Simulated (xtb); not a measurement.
C3H5BFN, SMILES NB1C=C[C@@H]1F. All values are semi-empirical tight-binding results from xtb (GFN2-xTB unless named), good for trends rather than for accurate numbers. Geometry optimised at GFN2-xTB. The structure was generated by enumeration; whether it is a known compound was not checked. Other conformers were not sampled.

```
Item                                              Value
----------------------------------------  -------------
orbital gap                                     4.15 eV
dipole moment                                    3.17 D
zero-point energy                         50.2 kcal/mol
G − E(el) at 298.15 K (modified RRHO)     31.7 kcal/mol
static polarisability (D4 model)             53.9 bohr³
solvation energy, GFN2-xTB/ALPB(water)    -7.0 kcal/mol
solvation energy, GFN2-xTB/ALPB(toluene)  -5.9 kcal/mol
```

Computed IR lines (harmonic; lines under 4 % of the strongest left out, lines within 3 cm⁻¹ merged):
ν (cm⁻¹): 562 (w), 603 (s), 627 (m), 825 (w), 841 (w), 983 (m), 1033 (w), 1057 (w), 1087 (w), 1284 (w), 1464 (m), 1544 (vs), 1598 (w), 2915 (m), 3074 (w), 3097 (m) (against the strongest line: vs over 80 %, s over 45 %, m over 15 %, w over 4 %, vw less)
